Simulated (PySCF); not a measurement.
# Working out the ionisation energy of Cr

Cr [Ar] 3d5 4s1 (7S) → Cr⁺ [Ar] 3d5 (6S). All numbers are calculated (PySCF 2.14, the non-relativistic Hamiltonian (point nucleus), in aug-cc-pwCVTZ (10s9p7d4f3g, 127 functions)). Frozen: nothing. Energies in hartree (1 hartree = 27.21139 eV):

```
             part    Cr (lower)   Cr⁺ (upper)
              UHF  -1043.356104  -1043.139209
MP2 opposite-spin     -0.453407     -0.447096
    MP2 same-spin     -0.272569     -0.251772
```

Question: What does Hartree-Fock give?

Answer: (-1043.139209) − (-1043.356104) = 0.216895 hartree = 5.902 eV.

Question: What do MP2 and SCS-MP2 (6/5 opposite-spin, 1/3 same-spin) give?

Answer: The opposite-spin parts differ by 0.172 eV and the same-spin parts by 0.566 eV. MP2: 5.902 + (0.172) + (0.566) = 6.640 eV. SCS-MP2: 5.902 + 1.2 × (0.172) + (0.566)/3 = 6.297 eV.

Measured between the centres of the two terms (NIST): 6.767 eV, so MP2 (all electrons) is off by -0.127 eV.

The calculation is non-relativistic.

What remains against the reference includes basis incompleteness and correlation beyond second order.
